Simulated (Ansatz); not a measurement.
`C#CBN` + `[SH][GeH3]` → `NB[S][GeH3]` + `C#C` at 500 K and 1 bar (ligand exchange at a B–C bond).

Isolated molecules relaxed with PBE0-D4/def2-TZVP in Ansatz; ΔE leaves out vibrations. CCSD(T)/CBS adds triple-zeta CCSD(T) − MP2 to the extrapolated MP2 energy (def2 sets, frozen cores). This one scheme is used for every species. For Ge outer-core shells are correlated without core-valence functions, which leaves a few kJ/mol of doubt a bond. Scalar relativity is left out up to krypton. Each species was taken in one conformer, which may not be the lowest.

```csv
species,CCSD(T)/CBS energy (Eh),H − E (kJ/mol),S (J/(mol·K))
`C#CBN`,-157.99831,189.8,331.0
`[SH][GeH3]`,-2476.30083,114.8,326.3
`NB[S][GeH3]`,-2557.07889,219.0,415.4
`C#C`,-77.22717,90.7,225.3
```

H − E and S are ideal-gas, rigid-rotor, harmonic terms from PBE0-D4/def2-TZVP, for one conformer and one mirror image of each species. 1 Eh = 2625.50 kJ/mol, R = 8.31446 J/(mol·K).

Problem. By hand: ΔE, ΔH, ΔS and ΔG.

Solution. ΔE = (-2557.07889) + (-77.22717) − (-157.99831) − (-2476.30083) = -0.00692 Eh = -18.2 kJ/mol. Δ(H − E) = 219.0 + 90.7 − 189.8 − 114.8 = 5.1, so ΔH = -13.1 kJ/mol. ΔS = 415.4 + 225.3 − 331.0 − 326.3 = -16.6 J/(mol·K). ΔG = -13.1 − 500 × (-16.6)/1000 = -4.8 kJ/mol.

Problem. By hand: the equilibrium constant, and the temperature at which ΔG would vanish if ΔH and ΔS stayed fixed.

Solution. log₁₀ K = −ΔG/(RT ln 10) = 0.5. ΔG = 0 at ΔH/ΔS = 789 K, though so small a ΔS makes that figure unsure.

TΔS isn't small against ΔH here. The sign of ΔG lies within the doubt. A doubt of 5 kJ/mol in ΔE shifts log₁₀ K by 0.5 here. Other conformers and mirror images would add mixing entropy, several J/(mol·K) or more a flexible species. These are equilibria of isolated gas molecules and say nothing of rates. Largest T1 diagnostic: 0.014 (customary marks: 0.02 for closed shells, 0.045 for open ones).
